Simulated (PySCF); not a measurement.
Gas-phase reaction: Ga(OH)3 + Ga2O = 3 GaH + 2 O2

Method: PySCF energies (xtb for GFN2) plus ideal-gas RRHO corrections (1 bar). † marks an energy on the PBE0/def2-TZVP geometry and frequencies; other levels use their own. MP2 and CCSD(T) freeze the core. 6-31G* has spherical d functions here. Open shells (unrestricted): O2 (multiplicity 3); the rest are closed-shell singlets. GFN2 has no spin-polarisation term. B3LYP is the form with VWN-RPA correlation. Ga: all electrons, no relativistic terms. Ga(OH)3, GaH: computed as isolated molecules; such fragments, hydroxides, amides, oligomers or adducts are transient or little studied in the gas. MP2 isn't extrapolated to the basis-set limit. CCSD(T) isn't extrapolated to the basis-set limit.

```tsv
level	ΔH°(298 K), kJ
B3LYP/def2-TZVP†	…
BLYP/def2-TZVP†	1300
CCSD(T)/def2-SVP†	…
GFN2-xTB	…
HF/6-31G*	…
M06-2X/def2-TZVP†	1484
MP2/def2-SVP†	1466
PBE/def2-SVP	1312
PBE/def2-TZVP†	1343
PBE0/def2-QZVP†	1393
ωB97X-V/def2-TZVP†	1396
```

**Question.** Some entries are withheld; supply them.

**Answer.** 
- B3LYP/def2-TZVP†, ΔH°(298 K), kJ: 1346
- CCSD(T)/def2-SVP†, ΔH°(298 K), kJ: 1372
- GFN2-xTB, ΔH°(298 K), kJ: 1926
- HF/6-31G*, ΔH°(298 K), kJ: 1157
